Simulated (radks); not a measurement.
The numbers below are computed, except where a source is named.
Polarisability of the niobium ion Nb+, [Kr] 4d4, at imaginary frequency. Code: a radial shooting solver on a logarithmic mesh with Libxc functionals. Model: scalar-relativistic Kohn-Sham, PBE, spin-unpolarised, spherical densities, finite nucleus; Fermi nuclear charge, rms radius 4.324 fm. Response by self-consistent Sternheimer equations with the Hartree and adiabatic LDA kernel, the relativistic mass of each level held fixed and spin-orbit coupling left out.

w (hartree)  alpha1(iw) (bohr^3)
0.00266                    31.35
0.0143                     31.16
0.0360                     30.18
0.0697                     27.58
0.118                      23.31
0.186                      18.53
0.280                      14.25
0.413                      10.67
0.605                      7.677
0.892                      5.219
1.35                       3.254
2.12                       1.769
3.59                      0.7905
6.94                      0.2762
17.5                     0.06539

Static values: alpha1 = 31.35 bohr^3 (4.646 angstrom^3; uncoupled 45.53). C6 = 202.2, triple-dipole C9 = 4045 atomic units. One-pole (London) frequency 4 C6 / (3 alpha1^2) = 0.274 hartree, against 0.342 for minus the highest occupied eigenvalue.
